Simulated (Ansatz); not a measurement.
BFH7NSi2 can be A, `B[SiH](F)[SiH2]N`, or B, `FBN([SiH3])[SiH3]`.

Calculated with Ansatz (gas phase, PBE0-D4/def2-TZVP geometries, no zero-point term in ΔE). CCSD(T)/CBS is the MP2 limit (def2-TZVPP, def2-QZVPP) plus CCSD(T) − MP2 in def2-TZVPP, frozen cores. DFT in def2-TZVPP. B3LYP here is the variant with VWN-RPA as its local correlation; programs differ in this. One conformer a species, not always the lowest.

Task: Which isomer does CCSD(T)/CBS put lower? Give the gap. (Estimate.)

Result: The calculation gave: B, by 228.8 kJ/mol.

Task: Give E(B) − E(A) in kJ/mol with ωB97M-V, PBE0-D4, CCSD/def2-TZVPP, B3LYP, B2PLYP, MP2/def2-TZVPP, r2SCAN-D4. (Best estimate.)

Result: Computed: ωB97M-V -237.4, PBE0-D4 -214.2, CCSD/def2-TZVPP -235.2, B3LYP -222.4, B2PLYP -233.2, MP2/def2-TZVPP -247.6, r2SCAN-D4 -222.2. None reverses the order clearly.

Largest T1 diagnostic: 0.013.

The D4 term adds −4.5 kJ/mol with B3LYP and −2.0 kJ/mol with PBE0; it sums over pairs of atoms, weighted by their polarisabilities, and B3LYP, whose exchange is more repulsive, gets the larger term. From PBE to PBE0 (25 % exact exchange), in def2-TZVPP and without D4, E(B) − E(A) moves by −9.5 kJ/mol.
